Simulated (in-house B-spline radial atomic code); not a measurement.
Zn⁺. Computed with a B-spline radial atomic code. Model: non-relativistic spherical atom: semilocal Troullier-Martins pseudo-atom, one channel per l, against all electrons, high spin, G0W0 and RPA with empty states to l = 8, local potential for every l without a channel, a model core (radius 0 = none) keeps its share of the functional.

What the tables leave out is listed at the end.

The pseudopotential gives back the lowest level of each angular momentum of its own functional in the configuration it was made in; a second state of the same l is only approximately right. Exact exchange, RPA and GW see the smooth pseudo-orbitals and miss the exchange with the core, for which the functional's share stands in. The column with an uncorrelated core keeps all orbitals and exact exchange, and so separates missing core correlation from pseudisation. Only the three outermost levels and the lowest empty one were computed. RPA here is direct RPA, with no exchange kernel, and its energies carry an (l + 1/2)⁻⁴ tail. A hybrid on a potential with a model core restores only its own semilocal share of the core's exchange.

Command:
```bash
python run_psgw.py task.json out
```
Settings (lengths in bohr, energies in hartree):
```
Z                      30
electrons              29
configuration          [Ar] 3d10 4s1
generated_in           [Ar] 3d10 4s2
functional             pbe,pbe
core_shells            4
radius_factor          1.3
core_correction        False
ion_configuration      [Ar] 3d10
```

Run time, properties included: 28 s on 1 thread of Intel(R) Xeon(R) 6975P-C (Granite Rapids), on a shared host.

Given: made with PBE; model core radius 0 bohr; local radius 1.077 bohr; mean-field start PBE.

Valence shells of the generating configuration: 3p, 3d, 4s.

Channel: s 2.786, p 0.775, d 2.192 (radii in bohr).

Computed: largest level miss in the spin-unpolarised generating configuration 0 eV; all-electron RPA polarisability, core included 13.603 bohr³; pseudo-atom RPA polarisability 13.526 bohr³; ionisation by mean-field all-electron 18.373 eV; ionisation by mean-field pseudo minus all 0.071 eV; ionisation by RPA all-electron 18.242 eV; ionisation by RPA pseudo minus all 1.726 eV.

```
          level  occupied  mean-field all-electron (eV)  mean-field pseudo minus all (eV)  G0W0 all-electron (eV)  G0W0 uncorrelated core minus all (eV)  G0W0 pseudo minus all (eV)  exchange self-energy all-electron (eV)  exchange self-energy pseudo (eV)
          4s up         1                       -14.226                              0.02                 -18.383                                 -0.066                      -1.234                                 -13.346                           -14.939
4s down (empty)         0                       -13.031                            -0.111                 -9.4789                                 -0.062                      -1.282                                 -3.1932                           -4.8854
```

(1) What is the valence RPA correlation energy all-electron orbitals?

(2) What is the valence RPA correlation energy pseudo?

Given: mean-field start PBE0.

Computed: valence RPA correlation energy all-electron orbitals -1.1927 hartree; all-electron RPA polarisability, core included 12.026 bohr³; pseudo-atom RPA polarisability 10.946 bohr³; ionisation by mean-field all-electron 17.99 eV; ionisation by RPA all-electron 18.107 eV; ionisation by RPA pseudo minus all 1.87 eV.

| level | occupied | mean-field all-electron (eV) | mean-field pseudo minus all (eV) | G0W0 all-electron (eV) | G0W0 uncorrelated core minus all (eV) | G0W0 pseudo minus all (eV) | exchange self-energy all-electron (eV) | exchange self-energy pseudo (eV) |
| --- | --- | --- | --- | --- | --- | --- | --- | --- |
| 4s up | 1 | -14.972 | -0.488 | -18.229 | -0.062 | -1.539 | -13.086 | -15.696 |
| 3d down | 1 | -22.777 | 0.568 | -27.905 | 0.095 | 1.689 | -52.383 | -38.719 |
| 4s down (empty) | 0 | -11.606 | -0.502 | -9.2215 | -0.055 | -1.234 | -2.8604 | -4.9847 |

(3) What is the valence RPA correlation energy pseudo?

(4) What is the ionisation by mean-field pseudo minus all?

Given: mean-field start Hartree-Fock.

Computed: valence RPA correlation energy pseudo -1.1001 hartree; pseudo-atom RPA polarisability 6.6515 bohr³; ionisation by mean-field all-electron 16.569 eV; ionisation by mean-field pseudo minus all 2.552 eV; ionisation by RPA all-electron 17.756 eV; ionisation by RPA pseudo minus all 2.105 eV.

```json
{"level": "4s up", "occupied": "1", "mean-field all-electron (eV)": "-16.672", "mean-field pseudo minus all (eV)": "-2.735", "G0W0 all-electron (eV)": "-17.768", "G0W0 uncorrelated core minus all (eV)": "-0.047", "G0W0 pseudo minus all (eV)": "-2.139", "exchange self-energy all-electron (eV)": "-12.126", "exchange self-energy pseudo (eV)": "-18.433"}
{"level": "3d down", "occupied": "?", "mean-field all-electron (eV)": "?", "mean-field pseudo minus all (eV)": "?", "G0W0 all-electron (eV)": "?", "G0W0 uncorrelated core minus all (eV)": "?", "G0W0 pseudo minus all (eV)": "?", "exchange self-energy all-electron (eV)": "?", "exchange self-energy pseudo (eV)": "?"}
{"level": "3d up", "occupied": "1", "mean-field all-electron (eV)": "-30.616", "mean-field pseudo minus all (eV)": "2.548", "G0W0 all-electron (eV)": "-28.647", "G0W0 uncorrelated core minus all (eV)": "0.097", "G0W0 pseudo minus all (eV)": "1.469", "exchange self-energy all-electron (eV)": "-52.635", "exchange self-energy pseudo (eV)": "-39.325"}
{"level": "4s down (empty)", "occupied": "0", "mean-field all-electron (eV)": "-7.368", "mean-field pseudo minus all (eV)": "-1.206", "G0W0 all-electron (eV)": "-8.7114", "G0W0 uncorrelated core minus all (eV)": "-0.031", "G0W0 pseudo minus all (eV)": "-1.048", "exchange self-energy all-electron (eV)": "-1.7496", "exchange self-energy pseudo (eV)": "-4.7926"}
```

(5) What belongs in the row 3d down?

(6) What is the all-electron RPA polarisability, core included?

(7) What is the valence RPA correlation energy all-electron orbitals?

Answers

(1) -1.2497 hartree.

(2) -1.2536 hartree.

(3) -1.2094 hartree.

(4) 0.655 eV.

(5) occupied: 1; mean-field all-electron (eV): -30.597; mean-field pseudo minus all (eV): 3.21; G0W0 all-electron (eV): -28.563; G0W0 uncorrelated core minus all (eV): 0.098; G0W0 pseudo minus all (eV): 1.926; exchange self-energy all-electron (eV): -52.986; exchange self-energy pseudo (eV): -38.83.

(6) 9.6963 bohr³.

(7) -1.059 hartree.

Among the listed levels the largest G0W0 shift of the pseudo-atom is -2.14 eV, for 4s up on the Hartree-Fock start, while leaving the core uncorrelated moves that level by -0.05 eV. So pseudisation and the lost core exchange, not the missing core correlation, make the error. Not in the tables (levels of low weight, unsolved or above zero; the highest and the empty levels are kept at any weight): on PBE the G0W0 levels 3d down (pseudo minus all +1.70 eV, weights 0.68 and 0.64), 3d up (pseudo minus all +1.10 eV, weights 0.64 and -0.73); on PBE0 the G0W0 levels 3d up (pseudo minus all +1.26 eV, weights 0.65 and 0.58).
